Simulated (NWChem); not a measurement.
Molecule: SiHSCl, singlet; SMILES S[Si]Cl

```xyz
4

Si     0.9697     0.0396     0.0000
Cl    -0.4317     1.6010     0.0000
S     -0.4349    -1.5853     0.0000
H      0.5373    -2.5274     0.0000
```
Atoms are numbered in this order, from 1.

Program: NWChem. Geometry optimised at PBE0/def2-SVP; all other runs use it. Low-valent species are run as closed-shell singlets; no triplet was tried in these runs.

```tsv
quantity	level	value
dipole in solution (D) in n-hexane	PBE0/def2-SVP, SMD	2.16
vertical, lowest state with f > 0.02, singlet (eV)	PBE0/def2-SVPD, TDA	___
anisotropy (bohr³), static	PBE0/def2-SVPD	___
−ε(HOMO) (eV)	PBE0/def2-SVP	7.20
dipole (D)	PBE0/def2-SVP	1.89
highest harmonic frequency (cm⁻¹)	PBE0/def2-SVP	___
```

Problem. Fill in the missing entries.

Solution. 
- vertical, lowest state with f > 0.02, singlet (eV), value: 3.78
- anisotropy (bohr³), static, value: 29.5
- highest harmonic frequency (cm⁻¹), value: 2697
